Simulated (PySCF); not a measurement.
C3H13NSi2.
Atom-mapped SMILES: `[CH3:1][CH:2]([CH3:3])[NH:4][SiH2:5][SiH3:6]` (hydrogens: H7, H8, H9 on C1; H10 on C2; H11, H12, H13 on C3; H14 on N4; H15, H16 on Si5; H17, H18, H19 on Si6)

Computed with PySCF 2.14.0, PBE0-D3(BJ)/def2-SVP geometry optimisation, gas phase.

Entries marked ? are missing. Bonds in one row agree within 0.01 Å.

```json
{"coordinate": "C1–C2, C2–C3", "value": "?"}
{"coordinate": "C2–N4", "value": "?"}
{"coordinate": "N4–Si5", "value": "1.734 Å"}
{"coordinate": "Si5–Si6", "value": "?"}
{"coordinate": "C1–H7 and 5 like bonds", "value": "1.101 Å"}
{"coordinate": "C2–H10", "value": "1.106 Å"}
{"coordinate": "N4–H14", "value": "1.016 Å"}
{"coordinate": "Si5–H15", "value": "1.507 Å"}
{"coordinate": "Si5–H16", "value": "1.498 Å"}
{"coordinate": "Si6–H17, Si6–H18, Si6–H19", "value": "1.497 Å"}
{"coordinate": "C1–C2–C3", "value": "?"}
{"coordinate": "C1–C2–N4", "value": "?"}
{"coordinate": "C3–C2–N4", "value": "?"}
{"coordinate": "C2–N4–Si5", "value": "124.5°"}
{"coordinate": "N4–Si5–Si6", "value": "107.5°"}
```

Task: Estimate the withheld lengths and angles.

Result: 
- C1–C2, C2–C3 = 1.525 Å, drawn single (methyl carbon to sp3 carbon bound to nitrogen); 0.01 Å above the sum of covalent radii, 1.52 Å.
- C2–N4 = 1.455 Å, drawn single (sp3 carbon bound to nitrogen to silicon-bound nitrogen); 0.01 Å below the sum of covalent radii, 1.47 Å.
- Si5–Si6 = 2.345 Å, drawn single (SiH2 silicon to SiH3 silicon); 0.12 Å above the sum of covalent radii, 2.22 Å.
- C1–C2–C3 = 111.8°, at the sp3 carbon bound to nitrogen; the outer atoms are 2.525 Å apart.
- C1–C2–N4 = 112.5°, at the sp3 carbon bound to nitrogen; the outer atoms are 2.480 Å apart.
- C3–C2–N4 = 110.2°, at the sp3 carbon bound to nitrogen; the outer atoms are 2.444 Å apart.

Radii are Cordero's, carbon taken as 0.76, 0.73 or 0.69 Å for four, three, and two or fewer neighbours.

No frequency check. One conformer, not necessarily the lowest (C1–C2–N4–Si5 -89°, C2–N4–Si5–Si6 -172°).
